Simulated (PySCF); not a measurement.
`C=CCP(CO)C(C)C`: 4 charge schemes on one density

Species: C₇H₁₅OP.
SMILES with atom numbers: `[CH2:1]=[CH:2][CH2:3][P:4]([CH2:5][OH:6])[CH:7]([CH3:8])[CH3:9]` (hydrogens: H10, H11 on C1; H12 on C2; H13, H14 on C3; H15, H16 on C5; H17 on O6; H18 on C7; H19, H20, H21 on C8; H22, H23, H24 on C9)

Geometry (GFN2-xTB, Å), atoms numbered from 1 in this order:
```
atom  x, y, z in Å
C1     3.586   -0.214    0.993
C2     2.628    0.405    0.327
C3     1.372   -0.253   -0.132
P4    -0.061    0.162    1.006
C5    -0.334    1.939    0.446
O6     0.730    2.777    0.822
C7    -1.441   -0.641    0.004
C8    -1.361   -2.159    0.143
C9    -2.802   -0.153    0.495
H10    3.523   -1.263    1.235
H11    4.475    0.299    1.320
H12    2.712    1.460    0.105
H13    1.114    0.064   -1.146
H14    1.492   -1.339   -0.105
H15   -0.400    1.995   -0.645
H16   -1.279    2.303    0.877
H17    0.830    2.742    1.780
H18   -1.315   -0.366   -1.051
H19   -2.174   -2.630   -0.407
H20   -1.444   -2.445    1.190
H21   -0.422   -2.547   -0.245
H22   -2.905   -0.338    1.563
H23   -2.936    0.910    0.312
H24   -3.598   -0.687   -0.022
```

Density: PBE0/pcSseg-1 (PySCF); schemes: Mulliken, IAO, Hirshfeld and ESP-fitted. One conformer (not necessarily the lowest) at the GFN2-xTB geometry, without solvent, vibrations or thermal averaging.

Do the Mulliken, IAO, Hirshfeld and ESP-fitted schemes agree on where the charge is highest?

The schemes don't all agree: Mulliken P4 (+0.319); IAO P4 (+0.435); Hirshfeld H17 (+0.163); ESP-fitted H17 (+0.449).

Do the Mulliken, IAO, Hirshfeld and ESP-fitted schemes agree on where the charge is lowest?

The schemes don't all agree: Mulliken C7 (-0.567); IAO O6 (-0.539); Hirshfeld O6 (-0.216); ESP-fitted O6 (-0.648).

For which atoms does the sign change between the 4 schemes (beyond +0.03 e in one, beyond −0.03 e in another)?

C3, P4, C5 and C7. Atomic charges aren't observables, and each scheme defines them in its own way.

What partial charge does each atom carry?

In e:

```csv
atom,environment,Mulliken,IAO,Hirshfeld,ESP-fitted
C1,terminal =CH2 carbon,-0.149,-0.330,-0.114,-0.528
C2,alkene CH carbon,-0.215,-0.129,-0.048,-0.183
C3,sp3 carbon bound to phosphorus,-0.403,-0.430,-0.113,+0.061
P4,phosphine phosphorus,+0.319,+0.435,+0.136,-0.324
C5,carbinol carbon (C–OH),-0.101,-0.218,-0.044,+0.120
O6,alcohol oxygen,-0.453,-0.539,-0.216,-0.648
C7,sp3 carbon bound to phosphorus,-0.567,-0.259,-0.058,+0.264
C8,methyl carbon,-0.216,-0.415,-0.121,-0.396
C9,methyl carbon,-0.217,-0.416,-0.121,-0.456
H10,vinylic hydrogen,+0.103,+0.139,+0.040,+0.218
H11,vinylic hydrogen,+0.114,+0.149,+0.043,+0.200
H12,vinylic hydrogen,+0.128,+0.157,+0.036,+0.208
H13,methylene hydrogen,+0.148,+0.138,+0.039,+0.025
H14,methylene hydrogen,+0.156,+0.145,+0.041,+0.102
H15,methylene hydrogen,+0.134,+0.141,+0.041,+0.115
H16,methylene hydrogen,+0.136,+0.126,+0.032,+0.072
H17,hydroxyl hydrogen,+0.234,+0.350,+0.163,+0.449
H18,methine hydrogen,+0.137,+0.123,+0.032,+0.015
H19,methyl hydrogen,+0.118,+0.140,+0.041,+0.102
H20,methyl hydrogen,+0.119,+0.141,+0.037,+0.126
H21,methyl hydrogen,+0.120,+0.136,+0.038,+0.094
H22,methyl hydrogen,+0.119,+0.140,+0.037,+0.142
H23,methyl hydrogen,+0.119,+0.135,+0.038,+0.096
H24,methyl hydrogen,+0.119,+0.141,+0.042,+0.125
```

Mean size of the charges over all atoms: IAO 0.228 e, ESP-fitted 0.211 e, Mulliken 0.194 e, Hirshfeld 0.070 e. Each set sums to the total charge, 0, to within 0.001 e. The ESP scheme fits charges at the nuclei, held to the total charge, to the electrostatic potential on points at 1.4 to 2.0 times the van der Waals radii. The IAO scheme projects the occupied orbitals on a minimal set of polarised atomic orbitals and counts the electrons in each atom's part of it.

How closely do the schemes follow one another over all atoms?

Correlation coefficient and root-mean-square difference: IAO with Hirshfeld 0.98, 0.179 e; Mulliken with IAO 0.92, 0.106 e; Mulliken with Hirshfeld 0.88, 0.158 e; Hirshfeld with ESP-fitted 0.69, 0.219 e; IAO with ESP-fitted 0.61, 0.234 e; Mulliken with ESP-fitted 0.42, 0.270 e.

How many electrons does the ESP-fitted scheme count on C9?

Z − q = 6 − (-0.456) = 6.456.
